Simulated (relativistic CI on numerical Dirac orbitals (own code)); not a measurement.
**Ru⁶⁺: resonant inelastic scattering at the L2,3 edge**

Computed with this model: Dirac-Coulomb-Breit CI, KLI orbitals optimised for each configuration, model QED, valence Slater integrals scaled by 0.9, Kramers-Heisenberg scattering through one core-hole configuration in a parametric crystal field; configurations [Kr] 4d2 → [He] 2s2 2p5 3s2 3p6 3d10 4s2 4p6 4d3; 10 K; core-hole width 1.6 eV; summed over polarisations. Incident energies are the highest absorption maxima for each field (at most a few, so the weaker spin-orbit partner edge can be absent), on the computed scale of the free ion. Intensities are in per cent of the strongest line above 0.02 eV; levels within 1 cm⁻¹ are merged; final levels count from the ground level, the first row holds all elastic scattering, lines under 0.4 are left out and each table stops after 24 rows. The scale of the Slater integrals is a model choice and moves the terms in proportion.

Field parameters in Wybourne normalisation: Td as Oh with Dq negative (B⁴₀ = 21Dq, B⁴₄ = √(5/14) B⁴₀). The field is a parameter set, without covalency.

S is read from ⟨S²⟩ = S(S + 1).

Td, 10Dq = -3800 cm⁻¹:

| Final level (eV) | Degeneracy | Irrep | S | 2852.7 eV | 2979.4 eV | 2981.6 eV |
| --- | --- | --- | --- | --- | --- | --- |
| 0.000 | 3 | T2 | 0.99 | 3399.8 | 159.8 | 255.7 |
| 0.376 | 2 | E | 0.97 | 70.9 | 48.1 | 20.7 |
| 0.543 | 1 | A2 | 1.00 | 13.9 | 4.8 | 1.7 |
| 0.596 | 3 | T2 | 0.99 | 100.0 | 33.1 | 24.6 |
| 0.619 | 3 | T1 | 1.00 | 38.5 | 19.3 | 22.2 |
| 0.961 | 3 | T2 | 1.00 | 34.3 | 3.5 | 4.1 |
| 1.079 | 2 | E | 0.99 | 9.3 | 3.2 | 2.7 |
| 1.181 | 3 | T1 | 0.99 | 28.6 | 13.2 | 5.8 |
| 1.245 | 1 | A1 | 0.99 | 9.7 | 11.9 | 13.0 |
| 1.891 | 2 | E | 0.23 | 46.9 | 9.0 | 48.5 |
| 2.161 | 3 | T2 | 0.45 | 66.2 | 6.5 | 33.6 |
| 2.266 | 1 | A1 | 0.99 | 12.1 | 28.8 | 27.1 |
| 2.402 | 3 | T1 | 1.00 | 12.7 | 29.2 | 5.3 |
| 2.653 | 2 | E | 0.92 | 7.7 | 5.9 | 6.1 |
| 2.767 | 3 | T2 | 0.77 | 14.2 | 2.4 | 2.8 |
| 2.851 | 1 | A1 | 0.03 | 14.0 | 2.2 | 21.9 |
| 2.997 | 3 | T1 | 0.02 | 17.9 | 2.4 | 33.9 |
| 3.268 | 2 | E | 0.05 | 0.9 | 0.2 | 0.4 |
| 3.326 | 3 | T2 | 0.03 | 1.3 | 0.1 | 1.4 |
| 6.716 | 1 | A1 | 0.02 | 1.9 | 1.0 | 5.1 |

Td, 10Dq = -8550 cm⁻¹:

```tsv
Final level (eV)	Degeneracy	Irrep	S	2852.8 eV	2979.7 eV	2981.7 eV
0.000	3	T2	1.00	4844.4	397.5	484.6
0.955	2	E	0.94	44.8	67.7	32.4
1.050	1	A2	1.00	10.6	7.2	0.7
1.097	3	T2	0.99	96.9	74.7	36.4
1.152	3	T1	1.00	48.7	41.1	38.7
1.772	3	T2	1.00	100.0	15.0	12.9
1.795	2	E	0.86	44.6	15.1	24.1
1.984	3	T1	0.99	66.9	45.5	18.9
2.006	2	E	0.43	82.0	13.2	56.4
2.016	1	A1	0.97	16.2	37.7	39.5
2.771	3	T2	0.35	85.3	9.5	47.8
3.057	1	A1	0.34	20.3	12.7	46.4
3.083	1	A1	0.86	8.2	9.9	0.7
3.163	3	T1	0.98	21.6	23.3	7.1
3.335	2	E	0.98	16.4	6.1	2.5
3.454	3	T2	0.83	16.7	3.8	2.7
3.514	3	T1	0.08	37.9	5.6	71.9
4.299	2	E	0.03	2.4	0.2	0.2
4.347	3	T2	0.03	1.7	0.1	0.9
7.537	1	A1	0.02	1.2	0.9	2.3
```

For the first field the strongest loss at the lowest incident energy is the level at 0.60 eV (S = 0.99, against 0.99 in the thermal ground state). Levels of other spin, the first over 8 % at 1.89 eV, appear because spin-orbit coupling of the core hole, and in heavier ions of the valence shell too, mixes spins.
